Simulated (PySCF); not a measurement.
# Excitation energy of Pd⁺ by level of theory

Pd⁺ [Kr] 4d9 (2D) → Pd⁺ [Kr] 4d8 5p1 (high-spin determinant), as a difference of total energies. Calculation: PySCF 2.14, in aug-cc-pVTZ-PP with ECP28MDF (6s6p5d3f2g, 88 functions); a scalar-relativistic core potential. Correlated levels: valence: 4s2 4p6 frozen. The calculations carry no spin-orbit coupling.

```tsv
method	excitation energy (eV)
UHF	7.168
LDA	8.511
PBE	8.203
PBE0	8.171
r2SCAN	7.879
r2SCANh	7.902
BLYP	8.170
MN15	9.011
PBEsol	8.284
MP2 (valence)	8.570
SCS-MP2 (valence)	8.606
```

Question: How much does correlation contribute at MP2 (valence)?

Answer: 8.570 − (7.168) = 1.402 eV, measured against UHF.

The determinant of the upper state mixes LS terms, which raises its energy above the lowest term, most at the Hartree-Fock and MP2 levels.
